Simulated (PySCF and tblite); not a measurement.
Values are calculated unless marked as measured or tabulated.
**Rotation: stationary points, barriers and rates**

System: C4H3BrO3, numbered as in [O:1]=[CH:2]/[C:3](=[CH:4]\[Br:5])[C:6](=[O:7])[OH:8].

Motion: rotation about the C6–O8 bond (torsion C3–C6–O8–H from 180° to 355°, rising). Geometries: GFN2-xTB; energies: PBE0/pcSseg-1 + D3(BJ); zero-point and thermal terms from GFN2-xTB harmonic modes (soft modes blended into free rotors). Rates follow Eyring's equation with the number of equivalent paths and no tunnelling. Run with tblite and PySCF.

| point | symmetry | E(GFN2) kcal/mol | E(DFT) kcal/mol | ZPE change kcal/mol | lowest mode cm⁻¹ | dipole D |
| --- | --- | --- | --- | --- | --- | --- |
| start | Cs | 0.0 | 0.0 | 0.00 | 34 | 3.50 |
| saddle | C1 | 13.5 | 12.7 | -1.10 | 544i | 3.32 |
| end | C1 | 8.5 | 8.5 | -0.29 | 54 | 3.62 |

```
Electronic barrier                                      : 12.7 kcal/mol
Barrier with zero-point energy                          : 11.6 kcal/mol
ΔH‡ (298 K)                                             : 11.5 kcal/mol
ΔS‡ (298 K, symmetry apart)                             : -0.6 cal/(mol K)
Paths                                                   : 2 equivalent paths
End point                                               : a different minimum
Mean lifetime of the start against this motion at 298 K : 32 µs
Cost                                                    : 2.1 min on 1 thread of Arm Neoverse N1, shared host (rough), peak memory 0.86 GiB, launched as `OMP_NUM_THREADS=1 python ens_run.py task.json out`
```

```csv
T/K,ΔG‡ kcal/mol,k s⁻¹,ΔG kcal/mol,k back s⁻¹
150,11.7,6.3×10⁻⁵,8.2,3.1×10⁷
200,11.7,1.4,8.2,7.1×10⁸
250,11.7,611,8.2,4.8×10⁹
298,11.7,3.1×10⁴,8.2,1.7×10¹⁰
350,11.8,6.6×10⁵,8.2,4.5×10¹⁰
400,11.8,5.9×10⁶,8.2,9×10¹⁰
500,11.9,1.3×10⁸,8.2,2.4×10¹¹
```

ΔG and ΔG‡ leave out symmetry numbers and mirror images; rates count paths: 2 out, 1 back.

Spin–orbit effects of heavy atoms on shieldings are missing.
